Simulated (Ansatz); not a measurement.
Molecular dynamics of ClGaH6OSi

input.yaml

```yaml
crystal:
  periodic: [false, false, false]
  atoms:
    - { symbol: Ga, position_ang: [-1.701283, -0.266315, -0.047078] }
    - { symbol: Cl, position_ang: [-0.815208, -2.328541, 1.317644] }
    - { symbol: H, position_ang: [-2.127038, -0.864723, -1.413405] }
    - { symbol: H, position_ang: [-2.488205, 0.565361, 0.9984] }
    - { symbol: H, position_ang: [0.06292, -1.362608, 0.873948] }
    - { symbol: O, position_ang: [0.156649, -0.07197, 0.117214] }
    - { symbol: Si, position_ang: [1.435044, 0.864855, -0.355288] }
    - { symbol: H, position_ang: [2.382894, 1.010818, 0.772101] }
    - { symbol: H, position_ang: [2.143843, 0.247441, -1.500261] }
    - { symbol: H, position_ang: [0.950386, 2.205782, -0.763274] }
basis:
  gaussian: { orbitals: def2-SVP }
hamiltonian:
  xc: { name: BHLYP }
md:
  timestep: 0.5
  n_steps: 200
  ensemble: nve
  temperature: 100.0
  initial_velocities: maxwell_boltzmann
  seed: 5477
```

Command:

```bash
$ ansatz run input.yaml --threads 2 --pin off --max-ram 3072MiB --backend cpu --events-out ev --progress --plain --runs-dir out
```

It starts at the highest image of a converged band, a first-order saddle point between two minima.

Output, in part (one step line in 3, the closing report, with atoms numbered from 0):

```
md step     0: t =     0.00 fs  T =   100.0 K  F+E_penalty+E_count = -74908.14901841 eV  E_kin = 0.103408 eV  conserved = -74908.04561041 eV  (24 SCF iters)
md step     3: t =     1.50 fs  T =    90.0 K  F+E_penalty+E_count = -74908.13859400 eV  E_kin = 0.093055 eV  conserved = -74908.04553854 eV  (24 SCF iters)
md step     6: t =     3.00 fs  T =    70.4 K  F+E_penalty+E_count = -74908.11818184 eV  E_kin = 0.072804 eV  conserved = -74908.04537787 eV  (23 SCF iters)
md step     9: t =     4.50 fs  T =    60.7 K  F+E_penalty+E_count = -74908.10813101 eV  E_kin = 0.062769 eV  conserved = -74908.04536245 eV  (22 SCF iters)
md step    12: t =     6.00 fs  T =    62.9 K  F+E_penalty+E_count = -74908.11053132 eV  E_kin = 0.065028 eV  conserved = -74908.04550354 eV  (23 SCF iters)
md step    15: t =     7.50 fs  T =    60.4 K  F+E_penalty+E_count = -74908.10805124 eV  E_kin = 0.062484 eV  conserved = -74908.04556698 eV  (24 SCF iters)
md step    18: t =     9.00 fs  T =    45.3 K  F+E_penalty+E_count = -74908.09232968 eV  E_kin = 0.046861 eV  conserved = -74908.04546829 eV  (23 SCF iters)
md step    21: t =    10.50 fs  T =    29.2 K  F+E_penalty+E_count = -74908.07558394 eV  E_kin = 0.030239 eV  conserved = -74908.04534537 eV  (22 SCF iters)
md step    24: t =    12.00 fs  T =    27.5 K  F+E_penalty+E_count = -74908.07379621 eV  E_kin = 0.028456 eV  conserved = -74908.04534061 eV  (23 SCF iters)
md step    27: t =    13.50 fs  T =    40.7 K  F+E_penalty+E_count = -74908.08755065 eV  E_kin = 0.042087 eV  conserved = -74908.04546394 eV  (24 SCF iters)
md step    30: t =    15.00 fs  T =    53.4 K  F+E_penalty+E_count = -74908.10084058 eV  E_kin = 0.055256 eV  conserved = -74908.04558456 eV  (26 SCF iters)
md step    33: t =    16.50 fs  T =    51.8 K  F+E_penalty+E_count = -74908.09912445 eV  E_kin = 0.053585 eV  conserved = -74908.04553944 eV  (25 SCF iters)
md step    36: t =    18.00 fs  T =    42.8 K  F+E_penalty+E_count = -74908.08966112 eV  E_kin = 0.044295 eV  conserved = -74908.04536603 eV  (22 SCF iters)
md step    39: t =    19.50 fs  T =    47.0 K  F+E_penalty+E_count = -74908.09401598 eV  E_kin = 0.048647 eV  conserved = -74908.04536944 eV  (23 SCF iters)
md step    42: t =    21.00 fs  T =    63.5 K  F+E_penalty+E_count = -74908.11125057 eV  E_kin = 0.065671 eV  conserved = -74908.04557918 eV  (23 SCF iters)
md step    45: t =    22.50 fs  T =    68.1 K  F+E_penalty+E_count = -74908.11599567 eV  E_kin = 0.070372 eV  conserved = -74908.04562324 eV  (26 SCF iters)
md step    48: t =    24.00 fs  T =    54.6 K  F+E_penalty+E_count = -74908.10195567 eV  E_kin = 0.056507 eV  conserved = -74908.04544902 eV  (23 SCF iters)
md step    51: t =    25.50 fs  T =    43.7 K  F+E_penalty+E_count = -74908.09053878 eV  E_kin = 0.045217 eV  conserved = -74908.04532136 eV  (22 SCF iters)
md step    54: t =    27.00 fs  T =    51.0 K  F+E_penalty+E_count = -74908.09809266 eV  E_kin = 0.052688 eV  conserved = -74908.04540485 eV  (23 SCF iters)
md step    57: t =    28.50 fs  T =    65.9 K  F+E_penalty+E_count = -74908.11370100 eV  E_kin = 0.068097 eV  conserved = -74908.04560400 eV  (25 SCF iters)
md step    60: t =    30.00 fs  T =    65.2 K  F+E_penalty+E_count = -74908.11299735 eV  E_kin = 0.067381 eV  conserved = -74908.04561612 eV  (25 SCF iters)
md step    63: t =    31.50 fs  T =    49.2 K  F+E_penalty+E_count = -74908.09628885 eV  E_kin = 0.050918 eV  conserved = -74908.04537082 eV  (24 SCF iters)
md step    66: t =    33.00 fs  T =    46.3 K  F+E_penalty+E_count = -74908.09317918 eV  E_kin = 0.047851 eV  conserved = -74908.04532788 eV  (22 SCF iters)
md step    69: t =    34.50 fs  T =    61.2 K  F+E_penalty+E_count = -74908.10881166 eV  E_kin = 0.063249 eV  conserved = -74908.04556284 eV  (23 SCF iters)
md step    72: t =    36.00 fs  T =    67.4 K  F+E_penalty+E_count = -74908.11526060 eV  E_kin = 0.069646 eV  conserved = -74908.04561473 eV  (25 SCF iters)
md step    75: t =    37.50 fs  T =    56.9 K  F+E_penalty+E_count = -74908.10433810 eV  E_kin = 0.058889 eV  conserved = -74908.04544887 eV  (23 SCF iters)
md step    78: t =    39.00 fs  T =    49.0 K  F+E_penalty+E_count = -74908.09595072 eV  E_kin = 0.050619 eV  conserved = -74908.04533220 eV  (23 SCF iters)
md step    81: t =    40.50 fs  T =    57.8 K  F+E_penalty+E_count = -74908.10514270 eV  E_kin = 0.059736 eV  conserved = -74908.04540643 eV  (22 SCF iters)
md step    84: t =    42.00 fs  T =    74.3 K  F+E_penalty+E_count = -74908.12239043 eV  E_kin = 0.076815 eV  conserved = -74908.04557498 eV  (23 SCF iters)
md step    87: t =    43.50 fs  T =    78.8 K  F+E_penalty+E_count = -74908.12710487 eV  E_kin = 0.081527 eV  conserved = -74908.04557744 eV  (26 SCF iters)
md step    90: t =    45.00 fs  T =    71.9 K  F+E_penalty+E_count = -74908.11975079 eV  E_kin = 0.074344 eV  conserved = -74908.04540688 eV  (23 SCF iters)
md step    93: t =    46.50 fs  T =    72.7 K  F+E_penalty+E_count = -74908.12056272 eV  E_kin = 0.075164 eV  conserved = -74908.04539919 eV  (23 SCF iters)
md step    96: t =    48.00 fs  T =    82.7 K  F+E_penalty+E_count = -74908.13102304 eV  E_kin = 0.085484 eV  conserved = -74908.04553928 eV  (26 SCF iters)
md step    99: t =    49.50 fs  T =    85.3 K  F+E_penalty+E_count = -74908.13382827 eV  E_kin = 0.088249 eV  conserved = -74908.04557887 eV  (25 SCF iters)
md step   102: t =    51.00 fs  T =    74.7 K  F+E_penalty+E_count = -74908.12275964 eV  E_kin = 0.077267 eV  conserved = -74908.04549269 eV  (24 SCF iters)
md step   105: t =    52.50 fs  T =    60.9 K  F+E_penalty+E_count = -74908.10833924 eV  E_kin = 0.062940 eV  conserved = -74908.04539930 eV  (23 SCF iters)
md step   108: t =    54.00 fs  T =    55.2 K  F+E_penalty+E_count = -74908.10250888 eV  E_kin = 0.057097 eV  conserved = -74908.04541162 eV  (24 SCF iters)
md step   111: t =    55.50 fs  T =    56.3 K  F+E_penalty+E_count = -74908.10372151 eV  E_kin = 0.058206 eV  conserved = -74908.04551555 eV  (23 SCF iters)
md step   114: t =    57.00 fs  T =    52.4 K  F+E_penalty+E_count = -74908.09975390 eV  E_kin = 0.054221 eV  conserved = -74908.04553308 eV  (23 SCF iters)
md step   117: t =    58.50 fs  T =    42.6 K  F+E_penalty+E_count = -74908.08949152 eV  E_kin = 0.044075 eV  conserved = -74908.04541625 eV  (23 SCF iters)
md step   120: t =    60.00 fs  T =    40.0 K  F+E_penalty+E_count = -74908.08675379 eV  E_kin = 0.041348 eV  conserved = -74908.04540545 eV  (24 SCF iters)
md step   123: t =    61.50 fs  T =    46.4 K  F+E_penalty+E_count = -74908.09349260 eV  E_kin = 0.048003 eV  conserved = -74908.04548945 eV  (24 SCF iters)
md step   126: t =    63.00 fs  T =    52.3 K  F+E_penalty+E_count = -74908.09956614 eV  E_kin = 0.054061 eV  conserved = -74908.04550526 eV  (23 SCF iters)
md step   129: t =    64.50 fs  T =    54.6 K  F+E_penalty+E_count = -74908.10195381 eV  E_kin = 0.056487 eV  conserved = -74908.04546674 eV  (24 SCF iters)
md step   132: t =    66.00 fs  T =    57.8 K  F+E_penalty+E_count = -74908.10522671 eV  E_kin = 0.059788 eV  conserved = -74908.04543852 eV  (23 SCF iters)
md step   135: t =    67.50 fs  T =    64.7 K  F+E_penalty+E_count = -74908.11238195 eV  E_kin = 0.066893 eV  conserved = -74908.04548871 eV  (23 SCF iters)
md step   138: t =    69.00 fs  T =    69.2 K  F+E_penalty+E_count = -74908.11708642 eV  E_kin = 0.071532 eV  conserved = -74908.04555489 eV  (26 SCF iters)
md step   141: t =    70.50 fs  T =    65.6 K  F+E_penalty+E_count = -74908.11325920 eV  E_kin = 0.067801 eV  conserved = -74908.04545774 eV  (23 SCF iters)
md step   144: t =    72.00 fs  T =    65.5 K  F+E_penalty+E_count = -74908.11317498 eV  E_kin = 0.067778 eV  conserved = -74908.04539674 eV  (23 SCF iters)
md step   147: t =    73.50 fs  T =    74.4 K  F+E_penalty+E_count = -74908.12255651 eV  E_kin = 0.076975 eV  conserved = -74908.04558176 eV  (23 SCF iters)
md step   150: t =    75.00 fs  T =    72.9 K  F+E_penalty+E_count = -74908.12093682 eV  E_kin = 0.075354 eV  conserved = -74908.04558284 eV  (26 SCF iters)
md step   153: t =    76.50 fs  T =    60.3 K  F+E_penalty+E_count = -74908.10771948 eV  E_kin = 0.062336 eV  conserved = -74908.04538303 eV  (23 SCF iters)
md step   156: t =    78.00 fs  T =    59.1 K  F+E_penalty+E_count = -74908.10646685 eV  E_kin = 0.061117 eV  conserved = -74908.04534937 eV  (23 SCF iters)
md step   159: t =    79.50 fs  T =    73.4 K  F+E_penalty+E_count = -74908.12139009 eV  E_kin = 0.075853 eV  conserved = -74908.04553738 eV  (23 SCF iters)
md step   162: t =    81.00 fs  T =    80.4 K  F+E_penalty+E_count = -74908.12879502 eV  E_kin = 0.083120 eV  conserved = -74908.04567551 eV  (26 SCF iters)
md step   165: t =    82.50 fs  T =    65.9 K  F+E_penalty+E_count = -74908.11359844 eV  E_kin = 0.068133 eV  conserved = -74908.04546578 eV  (22 SCF iters)
md step   168: t =    84.00 fs  T =    55.2 K  F+E_penalty+E_count = -74908.10240294 eV  E_kin = 0.057131 eV  conserved = -74908.04527194 eV  (23 SCF iters)
md step   171: t =    85.50 fs  T =    68.9 K  F+E_penalty+E_count = -74908.11683818 eV  E_kin = 0.071299 eV  conserved = -74908.04553962 eV  (24 SCF iters)
md step   174: t =    87.00 fs  T =    78.1 K  F+E_penalty+E_count = -74908.12641734 eV  E_kin = 0.080731 eV  conserved = -74908.04568618 eV  (27 SCF iters)
md step   177: t =    88.50 fs  T =    64.3 K  F+E_penalty+E_count = -74908.11202139 eV  E_kin = 0.066540 eV  conserved = -74908.04548104 eV  (24 SCF iters)
md step   180: t =    90.00 fs  T =    50.7 K  F+E_penalty+E_count = -74908.09776876 eV  E_kin = 0.052455 eV  conserved = -74908.04531353 eV  (22 SCF iters)
md step   183: t =    91.50 fs  T =    57.2 K  F+E_penalty+E_count = -74908.10454844 eV  E_kin = 0.059101 eV  conserved = -74908.04544761 eV  (23 SCF iters)
md step   186: t =    93.00 fs  T =    68.2 K  F+E_penalty+E_count = -74908.11613614 eV  E_kin = 0.070487 eV  conserved = -74908.04564960 eV  (25 SCF iters)
md step   189: t =    94.50 fs  T =    62.5 K  F+E_penalty+E_count = -74908.11017731 eV  E_kin = 0.064681 eV  conserved = -74908.04549616 eV  (23 SCF iters)
md step   192: t =    96.00 fs  T =    56.7 K  F+E_penalty+E_count = -74908.10401402 eV  E_kin = 0.058637 eV  conserved = -74908.04537692 eV  (23 SCF iters)
md step   195: t =    97.50 fs  T =    63.0 K  F+E_penalty+E_count = -74908.11069209 eV  E_kin = 0.065122 eV  conserved = -74908.04557047 eV  (23 SCF iters)
md step   198: t =    99.00 fs  T =    62.0 K  F+E_penalty+E_count = -74908.10961886 eV  E_kin = 0.064070 eV  conserved = -74908.04554925 eV  (25 SCF iters)
md step   200: t =   100.00 fs  T =    56.2 K  F+E_penalty+E_count = -74908.10360434 eV  E_kin = 0.058164 eV  conserved = -74908.04544042 eV  (24 SCF iters)
Total energy: -74908.10380840 eV, -2752.8220404222 hartree
Atom 0 at    -1.659772    -0.213437    -0.085524 Å, force    -0.693661    -0.374601    -0.109036 eV/Å
Atom 1 at    -0.835876    -2.499620     1.417287 Å, force     0.588595     0.433423    -0.177568 eV/Å
Atom 2 at    -2.048510    -0.910310    -1.427411 Å, force    -0.000557     0.101933     0.060537 eV/Å
Atom 3 at    -2.541079     0.405554     1.021775 Å, force    -0.123210     0.100940     0.024368 eV/Å
Atom 4 at     0.157475    -1.676628     1.127980 Å, force    -0.610072    -0.403391     0.165077 eV/Å
Atom 5 at     0.086514     0.080961     0.134247 Å, force     0.221183    -0.174030     0.086933 eV/Å
Atom 6 at     1.394980     0.883468    -0.398911 Å, force     0.447416     0.172325    -0.434500 eV/Å
Atom 7 at     2.409122     0.792725     0.658931 Å, force     0.311685     0.042297     0.091019 eV/Å
Atom 8 at     1.949042     0.285939    -1.667308 Å, force    -0.168124     0.181368     0.337504 eV/Å
Atom 9 at     1.083729     2.317895    -0.646413 Å, force     0.026745    -0.080264    -0.044335 eV/Å
Dipole moment:    -0.014785     0.016463    -0.037267 e Å
```

The run went to its last step. The conserved energy stayed within 0.034 meV per atom of its start (net change 0.017 meV per atom), so the integration is sound. A run of 0.1 ps of so small a system gives no equilibrium averages. The orbitals stay closed-shell, which can raise the energy where a bond breaks towards radicals; this wasn't checked here.

Between its relaxed ends the band would form Cl2–H5 and break H5–O6. These pairs go: Cl2–H5 1.38 → 1.32 Å, H5–O6 1.50 → 2.02 Å. In the last frame they stand as after the step (other bonds may differ from the relaxed reactants and products). It ends as ClH + GaH5OSi by the count below, though a long contact still joins these pieces: Ga1–Cl2, 2.86 Å. Pairs count as bonded within 1.25 times the sum of covalent radii (0.12 Å more for H–H).

Last frame:

```xyz
10
Properties=species:S:1:pos:R:3
Ga -1.660 -0.213 -0.086
Cl -0.836 -2.500 1.417
H -2.049 -0.910 -1.427
H -2.541 0.406 1.022
H 0.158 -1.677 1.128
O 0.086 0.081 0.134
Si 1.395 0.883 -0.399
H 2.409 0.793 0.659
H 1.949 0.286 -1.667
H 1.084 2.318 -0.646
```

The run took 3.7 min on 2 threads of AMD EPYC 9R45 96-Core Processor (Zen 5), with other jobs on the host, peak memory 0.3 GiB.
